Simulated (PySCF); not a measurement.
This PySCF input asks for the NMR shieldings of `C/C=C1\[SiH2][C@@H](S[SiH3])[C@H]1F`, C₅H₁₁FSSi₂; the geometry comes from GFN2-xTB.

```python
import basis_set_exchange as bse
import numpy as np
from pyscf import gto, dft
from pyscf.prop import nmr

atoms = """
C    -3.286942    0.094382    0.376086
C    -1.964094   -0.583261    0.446952
C    -0.970821   -0.363150   -0.400863
Si   -0.531813    0.837604   -1.792079
C     1.151689    0.149732   -1.153316
S     1.920393    1.429926   -0.101708
Si    3.343468    0.301186    1.050907
C     0.417858   -0.947664   -0.370411
F     0.913141   -1.223371    0.888259
H    -4.083215   -0.643004    0.279202
H    -3.320742    0.774039   -0.472154
H    -3.468116    0.655238    1.292316
H    -1.835468   -1.291321    1.258717
H    -0.735021    2.263054   -1.593401
H    -0.878339    0.367213   -3.133821
H     1.920327   -0.227035   -1.825038
H     2.780300   -0.032733    2.347741
H     4.473617    1.214768    1.160275
H     3.681623   -0.865526    0.247120
H     0.467007   -1.899397   -0.917518
"""
names = dict.fromkeys(["C", "Si", "S", "F", "H"], "pcSseg-1")
basis = {el: gto.basis.parse(bse.get_basis(n, elements=[el], fmt="nwchem")) for el, n in names.items()}
mol = gto.M(atom=atoms, basis=basis, charge=0, verbose=0)
mf = dft.RKS(mol, xc="PBE0")
mf.grids.level = 2
mf.grids.alignment = dft.numint.BLKSIZE   # the property module wants whole blocks of grid points
mf.conv_tol = 1e-9
mf.kernel()

calc = nmr.RKS(mf)   # GIAO
C = mf.mo_coeff
Co = C[:, mf.mo_occ > 0]
resp = mf.gen_response(singlet=True, hermi=2)
def vind(x):   # induced exchange potential for any number of trial vectors
    d = np.einsum("pi,xij,qj->xpq", C, 2 * x.reshape(-1, C.shape[1], Co.shape[1]), Co, optimize=True)
    return np.einsum("xpq,pi,qj->xij", resp(d - d.transpose(0, 2, 1)), C, Co, optimize=True).ravel()
mo1, _ = nmr.rhf.solve_mo1(calc, with_cphf=vind)
sigma = calc.kernel(mo1)
for i, s in enumerate(sigma):   # ppm
    w = np.linalg.eigvalsh((s + s.T) / 2)
    print("%2d %-2s iso %8.1f  s11 %8.1f  s22 %8.1f  s33 %8.1f" % (i, mol.atom_pure_symbol(i), w.mean(), *w))
```

**Question.** Give the expected output.

**Answer.** 
```
 0 C  iso    162.7  s11    148.7  s22    155.6  s33    183.7
 1 C  iso     35.3  s11    -89.2  s22     30.3  s33    164.8
 2 C  iso     40.9  s11    -47.2  s22     55.0  s33    115.0
 3 Si iso    403.3  s11    353.2  s22    418.5  s33    438.3
 4 C  iso    151.7  s11    132.2  s22    157.0  s33    166.1
 5 S  iso    697.0  s11    558.4  s22    638.0  s33    894.7
 6 Si iso    391.4  s11    352.5  s22    371.9  s33    449.7
 7 C  iso     91.3  s11     56.1  s22     84.9  s33    132.9
 8 F  iso    345.6  s11    307.1  s22    357.8  s33    371.9
 9 H  iso     29.6  s11     25.9  s22     27.0  s33     36.0
10 H  iso     30.0  s11     26.0  s22     31.0  s33     33.1
11 H  iso     29.6  s11     25.9  s22     27.3  s33     35.5
12 H  iso     24.7  s11     21.6  s22     23.0  s33     29.6
13 H  iso     27.1  s11     23.5  s22     25.7  s33     32.1
14 H  iso     26.9  s11     23.7  s22     24.4  s33     32.5
15 H  iso     28.7  s11     22.5  s22     28.2  s33     35.3
16 H  iso     26.8  s11     22.4  s22     25.7  s33     32.4
17 H  iso     27.1  s11     22.7  s22     24.9  s33     33.7
18 H  iso     27.2  s11     24.0  s22     25.6  s33     32.1
19 H  iso     26.1  s11     23.3  s22     26.0  s33     29.1
```

These numbers come from an equivalent density-fitted implementation of the same equations, which agrees with the script to about 0.01 ppm for H and up to a few tenths of a ppm for heavy atoms, so last digits may differ.

**Question.** Turn these shieldings into chemical shifts. References, each an isolated molecule treated in the same way: $^{13}$C (σ = 186.93 ppm) and $^{29}$Si (σ = 349.16 ppm) and $^{1}$H (σ = 31.72 ppm) vs TMS; $^{33}$S (σ = 503.73 ppm) against CS2; $^{19}$F (σ = 170.95 ppm) vs CFCl3.

**Answer.** Averaging equivalent atoms: C 1: 151.6; C 2: 146.0; C 7: 95.6; C 4: 35.2; C 0: 24.2; Si 6: -42.2; Si 3: -54.2; S 5: -193; F 8: -174.7; H 12: 7.01; H 19: 5.59; H 14: 4.85; H 16/17/18: 4.66; H 13: 4.63; H 15: 3.04; H 9/10/11: 1.97 ppm. Unscaled 19F shifts against computed CFCl3 carry errors that often reach 10 to 50 ppm.

Size and cost of the density-fitted run: 229 basis functions, 74 s wall time on 1 thread of an Arm Neoverse V1, shared host; peak memory 1.1 GiB.
